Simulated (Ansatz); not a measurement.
`O[CH2][AlH][Cl]` → `[CH2]` (triplet) + `[OH][AlH][Cl]` at 500 K and 1 bar (formal loss of a carbene).

Computed with Ansatz on PBE0-D4/def2-TZVP structures; ΔE is electronic, products minus reactants. CCSD(T)/CBS is the MP2 limit (def2-TZVPP, def2-QZVPP) plus CCSD(T) − MP2 in def2-TZVPP, frozen cores. This one scheme is used for every species. Triplets are unrestricted, without spin–orbit coupling. One conformer a species, not always the lowest.

```tsv
species	CCSD(T)/CBS energy (Eh)	H − E (kJ/mol)	S (J/(mol·K))
`O[CH2][AlH][Cl]`	-817.47197	169.5	391.7
`[CH2]` (triplet)	-39.09499	62.7	213.9
`[OH][AlH][Cl]`	-778.29577	87.7	327.6
```

H − E and S are ideal-gas, rigid-rotor, harmonic terms from PBE0-D4/def2-TZVP, for one conformer and one mirror image of each species, with the whole ground term of open shells counted as degenerate. 1 Eh = 2625.50 kJ/mol, R = 8.31446 J/(mol·K).

Q: By hand: ΔE, ΔH, ΔS and ΔG.

A: ΔE = (-39.09499) + (-778.29577) − (-817.47197) = 0.08121 Eh = 213.2 kJ/mol. Δ(H − E) = 62.7 + 87.7 − 169.5 = -19.1, so ΔH = 194.1 kJ/mol. ΔS = 213.9 + 327.6 − 391.7 = 149.8 J/(mol·K). ΔG = 194.1 − 500 × (149.8)/1000 = 119.2 kJ/mol.

Q: By hand: the equilibrium constant, and the temperature at which ΔG would vanish if ΔH and ΔS stayed fixed.

A: log₁₀ K = −ΔG/(RT ln 10) = -12.5. ΔG = 0 at ΔH/ΔS = 1296 K.

The number of gas molecules changes by +1, which sets the sign of ΔS. A doubt of 5 kJ/mol in ΔE shifts log₁₀ K by 0.5 here. Other conformers and mirror images would add mixing entropy, several J/(mol·K) or more a flexible species. Modes under 60 cm⁻¹, often nearly free rotors, make the harmonic entropy too high. A triplet takes part, so the spin changes. These are equilibria of isolated gas molecules and say nothing of rates. Largest T1 diagnostic: 0.011 (customary marks: 0.02 for closed shells, 0.045 for open ones).
